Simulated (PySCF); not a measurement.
CF₃, SMILES F[C](F)F, multiplicity 2.

Geometry optimised at r2SCAN-D4/def2-TZVP. The isomer is the one that the SMILES or the coordinates give; other isomers of the formula were not compared.

Calculation: PySCF with TDA-M06-2X/def2-SVPD.

Vertical excitations; the highest root listed may be one member of a degenerate set. Isolated molecule, no solvent.

### Question
Give excitation energies, oscillator strengths and character. (Estimate from the structure and the level; the computed values follow.)

### Answer

| state | energy (eV) | λ (nm) | f | main pairs |
|---|---|---|---|---|
| root 1 | 7.98 | 155 | 0.004 | α HOMO→LUMO 90 % |
| root 2 | 8.12 | 153 | 0.000 | β HOMO→LUMO 94 % |
| root 3 | 8.68 | 143 | 0.000 | α HOMO→LUMO+2, β HOMO−1→LUMO (degenerate set) |
| root 4 | 8.69 | 143 | 0.000 | α HOMO→LUMO+1, β HOMO−2→LUMO (degenerate set) |
| root 5 | 9.07 | 137 | 0.040 | α HOMO→LUMO+2, α HOMO→LUMO+10, β HOMO−1→LUMO, β HOMO−4→LUMO (degenerate set) |
| root 6 | 9.07 | 137 | 0.040 | α HOMO→LUMO+1, α HOMO→LUMO+9, β HOMO−2→LUMO, β HOMO−3→LUMO (degenerate set) |
| root 7 | 9.54 | 130 | 0.035 | α HOMO→LUMO+1, β HOMO−3→LUMO (degenerate set) |
| root 8 | 9.54 | 130 | 0.035 | α HOMO→LUMO+2, β HOMO−4→LUMO (degenerate set) |
| root 9 | 9.96 | 124 | 0.102 | α HOMO→LUMO+3 83 % |
| root 10 | 10.56 | 117 | 0.009 | α HOMO→LUMO+10 37 %, α HOMO→LUMO+5 33 %, α HOMO→LUMO+2 20 % |
Unrestricted roots are not spin-pure.
